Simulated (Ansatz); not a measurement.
CH4O3Si can be A, `O[SiH]1OCO1`, or B, `O=C(O)O[SiH3]`.

Calculated with Ansatz (gas phase, PBE0-D4/def2-TZVP geometries, no zero-point term in ΔE). CCSD(T)/CBS is the MP2 limit (def2-TZVPP, def2-QZVPP) plus CCSD(T) − MP2 in def2-TZVPP, frozen cores. DFT in def2-TZVPP. Each species was taken in one conformer, which may not be the lowest.

Problem. Which isomer does CCSD(T)/CBS put lower? Give the gap. (Estimate.)

Solution. Computed: A, by 36.1 kcal/mol.

Problem. Give E(B) − E(A) in kcal/mol with MP2/def2-TZVPP, PBE0-D4, B2PLYP, r2SCAN-D4, LDA (SPW92), PBE-D4, CCSD(T)/def2-SVP. (Best estimate.)

Solution. Ansatz gave: MP2/def2-TZVPP 36.4, PBE0-D4 31.5, B2PLYP 32.2, r2SCAN-D4 31.2, LDA (SPW92) 30.9, PBE-D4 28.5, CCSD(T)/def2-SVP 16.7. None reverses the order clearly.

Problem. Does the order hold for the free energy at 298.15 K (harmonic terms from PBE0-D4)? (An estimate is asked.)

Solution. Computed: Yes: G(B) − G(A) = +32.0 kcal/mol, for one conformer each.

Largest T1 diagnostic: 0.014.

In def2-TZVPP, CCSD(T) changes the Hartree–Fock value by +4.9 kcal/mol (the triples alone add −0.6 kcal/mol) and MP2 by +7.2 kcal/mol. Leaving LDA and LC-ωPBE aside and taking each functional with its dispersion term where it has one, the values, not all of them listed here, spread over 7.4 kcal/mol, from BLYP-D4 to PBE-QIDH. LDA lies +2.6 kcal/mol from PBE without D4.
